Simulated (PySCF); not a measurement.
## Finite-field polarisability of Rb (rubidium, neutral)

[Kr] 5s1, 2S determinant. Computed with PySCF 2.14 in x2c-TZVPPall with one added diffuse shell each of s, p, d, f type (9s7p7d3f1g, 95 functions), with scalar relativity by spin-free X2C-1e. Frozen: [Ar] 3d10. Energy changes in a uniform field (μhartree):

```json
{"axis": "x", "F (au)": "0.00064", "HF": "-99.084", "MP2": "-59.849", "CCSD": "-71.175", "CCSD(T)": "-68.234"}
{"axis": "x", "F (au)": "0.00128", "HF": "-396.715", "MP2": "-240.424", "CCSD": "-285.172", "CCSD(T)": "-273.445"}
```

Problem. Derive α along x at CCSD(T) from the two fields.

Solution. With ΔE = −αF²/2 − γF⁴/24, α = −(16 ΔE(F) − ΔE(2F))/(6F²) = 333.0 bohr³.

Problem. And the mean polarisability at each level?

Solution. HF 483.7, MP2 291.8, CCSD 347.3, CCSD(T) 333.0 bohr³. Reference: 319.8 ± 0.3 bohr³ (recommended; Schwerdtfeger and Nagle, table of static dipole polarizabilities (2023 update)).
